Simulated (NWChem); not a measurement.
System: C4H4ClF; SMILES C(/C=C\F)=C/Cl

The following NWChem deck was run.

```
start job
memory heap 200 mb stack 900 mb global 1100 mb
geometry units angstroms noautosym nocenter noautoz
  F     -0.289866    -2.993423     0.000000
  C      0.739306    -2.130040     0.000000
  C      0.559993    -0.790537     0.000000
  C     -0.732396    -0.140951     0.000000
  C     -0.954266     1.196000     0.000000
  Cl     0.307769     2.389704     0.000000
  H      1.718808    -2.634845     0.000000
  H      1.464206    -0.163105     0.000000
  H     -1.627303    -0.783837     0.000000
  H     -1.964032     1.630595     0.000000
end
basis spherical
  * library def2-svp
end
dft
  xc b3lyp
  iterations 150
end
cosmo
  do_cosmo_smd true
  solvent hexane
end
task dft energy
```

Excerpt of the output:

```
             Northwest Computational Chemistry Package (NWChem) 7.3.0
             --------------------------------------------------------

                             Geometry "geometry" -> ""
                             -------------------------

 Output coordinates in angstroms (scale by  1.889725989 to convert to a.u.)

  No.       Tag          Charge          X              Y              Z
 ---- ---------------- ---------- -------------- -------------- --------------
    1 F                    9.0000    -0.28986600    -2.99342300     0.00000000
    2 C                    6.0000     0.73930600    -2.13004000     0.00000000
    3 C                    6.0000     0.55999300    -0.79053700     0.00000000
    4 C                    6.0000    -0.73239600    -0.14095100     0.00000000
    5 C                    6.0000    -0.95426600     1.19600000     0.00000000
    6 Cl                  17.0000     0.30776900     2.38970400     0.00000000
    7 H                    1.0000     1.71880800    -2.63484500     0.00000000
    8 H                    1.0000     1.46420600    -0.16310500     0.00000000
    9 H                    1.0000    -1.62730300    -0.78383700     0.00000000
   10 H                    1.0000    -1.96403200     1.63059500     0.00000000

 Effective nuclear repulsion energy (a.u.)     250.8590708492

                                 NWChem DFT Module
                                 -----------------

 Summary of "ao basis" -> "ao basis" (spherical)
 ------------------------------------------------------------------------------
       Tag                 Description            Shells   Functions and Types
 ---------------- ------------------------------  ------  ---------------------
 F                          def2-svp                 6       14   3s2p1d
 C                          def2-svp                 6       14   3s2p1d
 Cl                         def2-svp                 8       18   4s3p1d
 H                          def2-svp                 3        5   2s1p

 in cosmo_initialize ...
 calling solv_data for solv:hexane

 solvent parameters
 solvname_short: hexane
 solvname_long:  n-hexane
 dielec:        1.8819
 dielecinf:     1.8903
 nonaqueous SMD model solvent descriptors
 dielec:        1.8819
 sola:          0.0000
 solb:          0.0000
 solc:          0.0000
 solg:         25.7500
 solh:          0.0000
 soln:          1.3749

          ---------------
          -cosmo- solvent
          ---------------
 Cosmo: York-Karplus, doi: 10.1021/jp992097l
 dielectric constant -eps-     =   1.88
 screen = (eps-1)/(eps    )    =   0.46862
 surface charge correction     = lagrangian

   van der Waals surface
 --------------------------

 ---------- ATOMIC COORDINATES (A.U.) ------------ VDWR(ANG.) --
     1   -0.54776731   -5.65674924    0.00000000     1.730
     2    1.39708576   -4.02519194    0.00000000     1.850
     3    1.05823333   -1.49389831    0.00000000     1.850
     4   -1.38402776   -0.26635877    0.00000000     1.850
     5   -1.80330126    2.26011228    0.00000000     1.850
     6    0.58159908    4.51588575    0.00000000     2.380
     7    3.24807615   -4.97913507    0.00000000     1.200
     8    2.76694813   -0.30822376    0.00000000     1.200
     9   -3.07515677   -1.48123715    0.00000000     1.200
    10   -3.71148231    3.08137775    0.00000000     1.200
 number of segments per atom =        128
 number of   points per atom =        128
 atom (   nspa,  nppa )
 ----------------------
    1 (     84,     0 )       0
    2 (     52,     0 )       0
    3 (     42,     0 )       0
    4 (     44,     0 )       0
    5 (     32,     0 )       0
    6 (     96,     0 )       0
    7 (     54,     0 )       0
    8 (     44,     0 )       0
    9 (     52,     0 )       0
   10 (     50,     0 )       0
 number of -cosmo- surface points =      550
 molecular surface =    144.859 angstrom**2
 molecular volume  =    123.617 angstrom**3
 -lineq- algorithm             =   0
 -bem- low  level              =   3
 -bem- from -octahedral-
 gaussian surface charge width =   4.50000
 degree of switching           =   1.00000
 switching function tolerance  =   0.00010
 atomic radii =
 --------------
    1  9.000  1.730
    2  6.000  1.850
    3  6.000  1.850
    4  6.000  1.850
    5  6.000  1.850
    6 17.000  2.380
    7  1.000  1.200
    8  1.000  1.200
    9  1.000  1.200
   10  1.000  1.200
 ...... end of -cosmo- initialization ......

 nat:                    10
 ixmem:                  5529
 calling mnsol_interface()
 G(SMD-CDS) energy (kcal/mol)  =    -1.622
 SMD-CDS SASA (angstrom**2)    =   153.684

            General Information
            -------------------
          SCF calculation type: DFT
          Wavefunction type:  closed shell.
          No. of atoms     :    10
          No. of electrons :    54
           Alpha electrons :    27
            Beta electrons :    27
          Charge           :     0
          Spin multiplicity:     1
          Use of symmetry is: off; symmetry adaption is: off
          Maximum number of iterations: 150
          AO basis - number of functions:   108
                     number of shells:    50
          Convergence on energy requested:  1.00D-06
          Convergence on density requested:  1.00D-05
          Convergence on gradient requested:  5.00D-04

              XC Information
              --------------
                         B3LYP Method XC Potential
                     Hartree-Fock (Exact) Exchange  0.200
                        Slater Exchange Functional  0.800 local
                    Becke 1988 Exchange Functional  0.720 non-local
              Lee-Yang-Parr Correlation Functional  0.810
                  VWN I RPA Correlation Functional  0.190 local

             Grid Information
             ----------------
          Grid used for XC integration:  medium
          Radial quadrature: Mura-Knowles
          Angular quadrature: Lebedev.
          Tag              B.-S. Rad. Rad. Pts. Rad. Cut. Ang. Pts.
          ---              ---------- --------- --------- ---------
          F                   0.50       49          12.0       434
          C                   0.70       49          12.0       434
          Cl                  1.00       88          12.0       590
          H                   0.35       45          13.0       434
          Grid pruning is: on
          Number of quadrature shells:   513
          Spatial weights used:  Erf1

      Superposition of Atomic Density Guess
      -------------------------------------

 Sum of atomic energies:        -711.11238872

      Non-variational initial energy
      ------------------------------

 Total energy =    -713.941820
 1-e energy   =   -1476.446433
 2-e energy   =     511.645542
 HOMO         =      -0.229765
 LUMO         =      -0.011601

   convergence    iter        energy       DeltaE   RMS-Dens  Diis-err
 ---------------- ----- ----------------- --------- --------- ---------
     COSMO gas phase
 d= 0,ls=0.0,diis     1   -714.4184660251 -9.65D+02  1.21D-02  7.54D-01
 d= 0,ls=0.0,diis     2   -714.4062912078  1.22D-02  6.92D-03  9.23D-01
 d= 0,ls=0.0,diis     3   -714.5001945135 -9.39D-02  1.84D-03  6.83D-02
 d= 0,ls=0.0,diis     4   -714.5064033852 -6.21D-03  9.10D-04  1.10D-02
 d= 0,ls=0.0,diis     5   -714.5078466984 -1.44D-03  2.41D-04  1.00D-03
  Resetting Diis
 d= 0,ls=0.0,diis     6   -714.5079555024 -1.09D-04  7.61D-05  6.57D-05
 d= 0,ls=0.0,diis     7   -714.5079622923 -6.79D-06  6.98D-05  1.06D-05
 d= 0,ls=0.0,diis     8   -714.5079580589  4.23D-06  4.70D-05  4.05D-05
 d= 0,ls=0.0,diis     9   -714.5079637089 -5.65D-06  5.33D-06  2.97D-07
 d= 0,ls=0.0,diis    10   -714.5079637497 -4.08D-08  7.99D-07  1.23D-08

   convergence    iter        energy       DeltaE   RMS-Dens  Diis-err
 ---------------- ----- ----------------- --------- --------- ---------
     COSMO solvation phase
 d= 0,ls=0.0,diis     1   -714.5130485508 -5.08D-03  6.53D-04  4.83D-04
 d= 0,ls=0.0,diis     2   -714.5131653513 -1.17D-04  1.57D-04  1.99D-04
 d= 0,ls=0.0,diis     3   -714.5131814079 -1.61D-05  5.64D-05  6.95D-05
 d= 0,ls=0.0,diis     4   -714.5131883457 -6.94D-06  2.26D-05  6.72D-06
 d= 0,ls=0.0,diis     5   -714.5131891631 -8.17D-07  7.76D-06  6.68D-07

         Total DFT energy =     -714.513189163053
      One electron energy =    -1480.149661301005
           Coulomb energy =      576.586556268673
    Exchange-Corr. energy =      -61.820585144901
 Nuclear repulsion energy =      250.859070849205

             COSMO energy =        0.011430164975

 Numeric. integr. density =       53.999984086639

                                COSMO-SMD solvation results
                                ---------------------------

             internal energy in gas <Psi(g)|H|Psi(g)> =      -714.507963749723
         internal energy in solvent <Psi(s)|H|Psi(s)> =      -714.507814243424
                               delta internal energy  =         0.000149506299 (    0.09 kcal/mol)
   total free energy in solvent <Psi(s)|H+V/2|Psi(s)> =      -714.510603971287
 polarization energy contribution <Psi(s)|V/2|Psi(s)> =        -0.002789727863 (   -1.75 kcal/mol)
    total free energy in solvent including G(SMD-CDS) =      -714.513189163053
                       G(SMD-CDS) energy contribution =        -0.002585191766 (   -1.62 kcal/mol)
     1 M fixed-concentration free energy of solvation =        -0.005225413330 (   -3.28 kcal/mol)

                       DFT Final Molecular Orbital Analysis
                       ------------------------------------

 Vector   25  Occ=2.000000D+00  E=-3.126504D-01
              MO Center=  1.4D-01,  2.2D+00, -1.6D-09, r^2= 1.8D+00
   Bfn.  Coefficient  Atom+Function         Bfn.  Coefficient  Atom+Function
  ----- ------------  ---------------      ----- ------------  ---------------
    81      0.445837   6 Cl px               82     -0.433403   6 Cl py
    78      0.339572   6 Cl px               79     -0.320805   6 Cl py
    75      0.195360   6 Cl px               76     -0.185232   6 Cl py
    45     -0.182326   4 C  s               104      0.160162  10 H  s
    47     -0.111791   4 C  py               60     -0.103955   5 C  px

 Vector   26  Occ=2.000000D+00  E=-3.107869D-01
              MO Center=  1.9D-01,  9.3D-02,  2.3D-09, r^2= 4.4D+00
   Bfn.  Coefficient  Atom+Function         Bfn.  Coefficient  Atom+Function
  ----- ------------  ---------------      ----- ------------  ---------------
    83      0.384484   6 Cl pz               34     -0.326209   3 C  pz
    80      0.285668   6 Cl pz               48     -0.253859   4 C  pz
    37     -0.204187   3 C  pz               20     -0.201635   2 C  pz
     6     -0.199482   1 F  pz               77      0.164877   6 Cl pz
    51     -0.159302   4 C  pz                9      0.150465   1 F  pz

 Vector   27  Occ=2.000000D+00  E=-2.313676D-01
              MO Center= -6.2D-02, -1.4D-01,  1.2D-09, r^2= 4.5D+00
   Bfn.  Coefficient  Atom+Function         Bfn.  Coefficient  Atom+Function
  ----- ------------  ---------------      ----- ------------  ---------------
    62     -0.324958   5 C  pz               20      0.318984   2 C  pz
    83      0.306261   6 Cl pz               48     -0.247634   4 C  pz
    34      0.231607   3 C  pz               65     -0.225122   5 C  pz
    51     -0.200491   4 C  pz               80      0.200609   6 Cl pz
    23      0.198522   2 C  pz               37      0.198738   3 C  pz

 Vector   28  Occ=0.000000D+00  E=-4.522588D-02
              MO Center= -1.2D-01, -4.0D-01, -2.3D-09, r^2= 4.3D+00
   Bfn.  Coefficient  Atom+Function         Bfn.  Coefficient  Atom+Function
  ----- ------------  ---------------      ----- ------------  ---------------
    65      0.455202   5 C  pz               23      0.406407   2 C  pz
    20      0.396584   2 C  pz               62      0.384270   5 C  pz
    51     -0.336337   4 C  pz               48     -0.265248   4 C  pz
    37     -0.247203   3 C  pz               34     -0.213736   3 C  pz
    83     -0.203711   6 Cl pz                6      0.152658   1 F  pz

 Vector   29  Occ=0.000000D+00  E= 5.874015D-02
              MO Center= -4.4D-01,  1.7D+00,  6.2D-10, r^2= 2.9D+00
   Bfn.  Coefficient  Atom+Function         Bfn.  Coefficient  Atom+Function
  ----- ------------  ---------------      ----- ------------  ---------------
    59      1.067377   5 C  s                81      0.630512   6 Cl px
    74     -0.592023   6 Cl s               105     -0.584176  10 H  s
    82      0.575840   6 Cl py               64      0.489468   5 C  py
    58      0.401554   5 C  s                31     -0.393814   3 C  s
   100      0.356834   9 H  s                49      0.339121   4 C  px

 Vector   30  Occ=0.000000D+00  E= 6.746168D-02
              MO Center= -5.6D-03, -5.5D-01, -5.3D-10, r^2= 3.3D+00
   Bfn.  Coefficient  Atom+Function         Bfn.  Coefficient  Atom+Function
  ----- ------------  ---------------      ----- ------------  ---------------
    37      0.707594   3 C  pz               51     -0.676611   4 C  pz
    23     -0.479215   2 C  pz               65      0.441595   5 C  pz
    34      0.404382   3 C  pz               48     -0.382576   4 C  pz
    20     -0.283271   2 C  pz               62      0.224998   5 C  pz
    83     -0.143461   6 Cl pz                6     -0.123672   1 F  pz

     Multipole analysis of the density
     ---------------------------------

     L   x y z        total         alpha         beta         nuclear
     -   - - -        -----         -----         ----         -------
     0   0 0 0     -0.000000    -27.000000    -27.000000     54.000000

     1   1 0 0      0.098471      0.152434      0.152434     -0.206396
     1   0 1 0     -0.155993     -0.588034     -0.588034      1.020076
     1   0 0 1      0.000000      0.000000      0.000000      0.000000

     2   2 0 0    -26.537808    -62.930562    -62.930562     99.323317
     2   1 1 0     -3.225170      6.806883      6.806883    -16.838936
     2   1 0 1     -0.000000     -0.000000     -0.000000      0.000000
     2   0 2 0    -32.408745   -422.668172   -422.668172    812.927599
     2   0 1 1     -0.000000     -0.000000     -0.000000      0.000000
     2   0 0 2    -32.068368    -16.034184    -16.034184      0.000000
```

Level: B3LYP/def2-SVP, SMD on the gas-phase geometry. The geometry was optimised at PBE-D3(BJ)/def2-SVP. B3LYP is NWChem's, with the RPA form of VWN correlation. Solvent: n-hexane.
